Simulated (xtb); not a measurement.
BrH₃SiZn, SMILES [Zn]([SiH3])[Br]. All values are semi-empirical tight-binding results from xtb (GFN2-xTB unless named), good for trends rather than for accurate numbers. Coordinates come from a GFN2-xTB optimisation. The structure was generated by enumeration; whether it is a known compound was not checked.

For metal compounds this method's bond lengths and energies can be far off.

Computed properties:
```json
{
  "point_group_as_xtb_finds_it": "Cs",
  "orbital_gap": "4.48 eV",
  "zero_point_energy": "15.1 kcal/mol",
  "G − E(el) at 298.15 K (modified RRHO)": "-5.3 kcal/mol"
}
```
